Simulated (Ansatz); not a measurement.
Q: Name a neutral molecule of C, Cl, O, Si and H with ideal-gas entropy at 298 K and 1 bar (rigid rotor, harmonic PBE0-D4/def2-TZVP) between 355 and 371 J/(mol·K) and size of the dipole moment (B3LYP/def2-TZVPP) between 1.50 and 1.80 D (Ansatz, PBE0-D4/def2-TZVP geometry).

A: `CCO[SiH2]Cl` (362 J/(mol·K), 1.65 D); `C[Si](C)(O)Cl` (364 J/(mol·K), 1.59 D). Other molecules can fit too; these were computed, each in one conformer that needn't be the lowest.

B3LYP here is the variant with VWN-RPA as its local correlation; programs differ in this.
